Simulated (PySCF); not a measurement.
An unknown shows these calculated signals:

1H NMR (300 MHz, computed): δ 8.29 (s, 1H), 6.20 (br s, 1H), 5.92 (br s, 1H), 4.18 (s, 3H), 3.82 (q, 2H), 1.32 (t, 3H).

13C{1H} NMR (computed): δ 165.9 (CH), 148.9 (C), 140.1 (CH2), 50.7 (CH2), 19.7 (CH3).

Computational details: shielding tensors at PBE0/pcSseg-1 (GIAO), GFN2-xTB geometry, in PySCF 2.14.0 with density-fitted response routines (one conformer, no relativistic terms, one averaged value for each set of equivalent atoms, isolated molecule).

Scale: 1H (σ = 31.72 ppm) and 13C (σ = 186.93 ppm) vs TMS (reference shieldings calculated alike).

**Question.** Which of these does the molecule contain: a heteroaromatic ring, a Si–H bond, a CH3CH2 unit, a non-aromatic C=C double bond, a three-membered ring, a (CH3)2CH unit?

**Answer.** 
- A heteroaromatic ring: no.
- A Si–H bond: yes (δH 4.18 (s)).
- A CH3CH2 unit: yes (δC 19.7, 50.7; δH 1.32 (t), 3.82 (q)).
- A non-aromatic C=C double bond: yes.
- A three-membered ring: no.
- A (CH3)2CH unit: no.

The data belong to SMILES C=C([SiH3])/C=N\CC, C5H11NSi; they needn't prove each group on their own.

Carbon signals by region: 1 in the far downfield region (above 160 ppm), 2 in the sp2 and nitrile region (100–160 ppm), 1 at 50–100 ppm, 1 below 50 ppm. Above 160 ppm: 165.9, C=N carbon.

Shifts are as computed. Against solution values, carbons near 30 ppm lie about +3 ppm off and those near 130 ppm about +5 ppm. Of 1211 compounds with measured shifts, 218 miss one by over three times the rms of a fit or turn the order of signals round; such compounds aren't used in these exercises. No couplings were computed; multiplicities are counted from neighbouring protons, with m where these are inequivalent, close in shift, in a saturated or five-membered ring or joined by F or P, and br s for small geminal =CH2 splittings.
